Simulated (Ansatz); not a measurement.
Wavefunction ladder for C$_{2}$H$_{3}$InNO (`[CH3][In][N]=C=O`) radical

```xyz
8

C     1.216   -1.020    1.032
In    0.392    0.946    0.473
N    -1.099    0.697   -0.962
C    -1.863    1.370   -1.601
O    -2.625    1.985   -2.245
H     1.971   -0.916    1.807
H     0.371   -1.617    1.377
H     1.637   -1.445    0.121
```

The species carries charge 0 and has multiplicity 2. Correlated methods include outer-core shells of In, which these sets cover unevenly. In: def2 effective core potential. Geometry: relaxed with PBE0-D4/def2-TZVP. It is one conformer, not always the lowest. Frozen core, unrestricted reference, Ansatz.

| basis | HF (Eh) | MP2 corr. | CCSD corr. | (T) | CCSD(T) total |
| --- | --- | --- | --- | --- | --- |
| def2-SVP | ? | ? | -0.69203 | -0.02731 | ? |
| def2-TZVPP | ? | -1.00696 | -1.00935 | ? | ? |
| def2-QZVPP | -396.12316 | -1.24625 | – | – | – |

Q: Fill in the withheld values. (Estimate.)

A: Ansatz gave: def2-SVP HF (Eh): -395.85690; def2-SVP MP2 corr.: -0.66930; def2-SVP CCSD(T) total: -396.57624; def2-TZVPP HF (Eh): -396.11278; def2-TZVPP (T): -0.04473; def2-TZVPP CCSD(T) total: -397.16686.
